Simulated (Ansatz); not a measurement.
`O[SiH2][SiH2][SnH3]` + silanol → `[SiH3][O][SnH3]` + `O[SiH2][SiH3]`  (cleavage of the Sn–Si bond)

Gas-phase electronic energies from Ansatz, PBE0-D4/def2-TZVP geometries. CCSD(T)/CBS adds triple-zeta CCSD(T) − MP2 to the extrapolated MP2 energy (def2 sets, frozen cores). Functionals use def2-TZVPP. Elements past krypton have def2 core potentials. For Sn outer-core shells are correlated without core-valence functions, which leaves a few kJ/mol of doubt a bond. One conformer a species, not always the lowest.

```
        level  ΔE (kJ/mol)
       PBE-D4         18.3
       B97M-V         -4.3
      ωB97M-V          2.8
      r2SCAN0          8.3
    CAM-B3LYP         -7.3
      LC-ωPBE          2.6
 MP2/def2-SVP         -8.0
MP2/CBS(def2)          4.4
```

(1) What does CCSD(T)/CBS give? (An estimate is asked.)

Largest T1 diagnostic among the species: 0.013.

Answers

(1) Computed: +2.9 kJ/mol. The listed levels differ from it by 15.4, -7.2, -0.1, 5.4, -10.2, -0.3, -10.9, 1.5 kJ/mol.

At CCSD(T), def2-SVP lies −7.4 kJ/mol from the extrapolated value and def2-TZVPP −1.8 kJ/mol. From BLYP to BHLYP (50 % exact exchange), in def2-TZVPP and without D4, ΔE moves by −3.8 kJ/mol. Leaving LDA and LC-ωPBE aside and taking each functional with its dispersion term where it has one, the values, not all of them listed here, spread over 22.8 kJ/mol, from CAM-B3LYP-D4 to PBE-D4. LDA lies +10.6 kJ/mol from PBE without D4.
